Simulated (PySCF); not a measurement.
Question: What does the GFN2-xTB structure of `Cc1ccc(C#[O+])c(C)c1` look like in three dimensions? (Charge +1.)

Answer: 
```xyz
19
C9H9O angstrom
C      2.7545   -0.7687   -0.0061
C      1.4164   -0.1453    0.0257
C      1.2801    1.2512    0.1521
C      0.0514    1.8410    0.1737
C     -1.1222    1.0289    0.0665
C     -2.3220    1.6374    0.1148
O     -3.3141    2.1785    0.1632
C     -1.0046   -0.3922   -0.0772
C     -2.2162   -1.2446   -0.1736
C      0.2642   -0.9286   -0.0910
H      3.4995   -0.1470    0.4834
H      2.7425   -1.7593    0.4431
H      3.0653   -0.8940   -1.0464
H      2.1659    1.8624    0.2353
H     -0.0544    2.9099    0.2712
H     -2.5758   -1.4886    0.8282
H     -1.9861   -2.1837   -0.6704
H     -3.0261   -0.7497   -0.7046
H      0.3718   -1.9985   -0.1956
```

Orientation and origin are arbitrary. Atoms count from 1 in this order. C4 (aromatic CH carbon) is planar (angles 121.2°, 119.5° and 119.3°, sum 360.0°, 0.00 Å off the plane of its three neighbours). C2 (substituted aromatic carbon) is planar (angles 120.6°, 120.5° and 118.9°, sum 360.0°, 0.01 Å off the plane of its three neighbours). The 10 heavy atoms lie in one plane (0.010 Å rms). The C–C distances run from 1.346 Å (C5–C6, drawn single) to 1.484 Å (C8–C9, drawn single), a spread of 0.138 Å.

Bonds between heavy atoms (Å): C1–C2 1.476, C2–C3 1.409, C3–C4 1.363, C4–C5 1.431, C5–C6 1.346, C6≡O7 1.131, C5–C8 1.433, C8–C9 1.484, C8–C10 1.378, C2–C10 1.398.

Structure optimised with GFN2-xTB, isolated species.

Not checked by GFN2-xTB frequencies.

The numbers are calculated, not measured.
